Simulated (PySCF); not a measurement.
5,5-difluorooxolan-3-one (C₄H₄F₂O₂), SMILES FC1(OCC(=O)C1)F. Coordinates come from a PBE-D3(BJ)/def2-SVP optimisation. One conformer was computed; it need not be the lowest.

Computed equilibrium geometry at PBE-D3(BJ)/def2-SVP (PySCF confirms it by a frequency run) as bond lengths and angles (one conformer of several):
Atoms: O1 C2 C3 O4 C5 F6 F7 C8 H9 H10 H11 H12. Bond lengths (Å): O1–C2 1.210, C2–C3 1.536, C2–C8 1.527, C3–O4 1.425, C3–H9 1.110, C3–H10 1.114, O4–C5 1.386, C5–F6 1.376, C5–F7 1.351, C5–C8 1.524, C8–H11 1.105, C8–H12 1.110. Bond angles (°): O1–C2–C3 126.1, O1–C2–C8 128.2, C3–C2–C8 105.7, C2–C3–O4 106.3, C2–C3–H9 111.3, C2–C3–H10 109.5, O4–C3–H9 109.7, O4–C3–H10 111.9, H9–C3–H10 108.2, C3–O4–C5 109.8, O4–C5–F6 109.9, O4–C5–F7 107.8, O4–C5–C8 107.6, F6–C5–F7 106.8, F6–C5–C8 110.2, F7–C5–C8 114.5, C2–C8–C5 102.3, C2–C8–H11 112.8, C2–C8–H12 109.0, C5–C8–H11 114.2, C5–C8–H12 109.3, H11–C8–H12 109.0.
Charge 0, spin multiplicity 1.
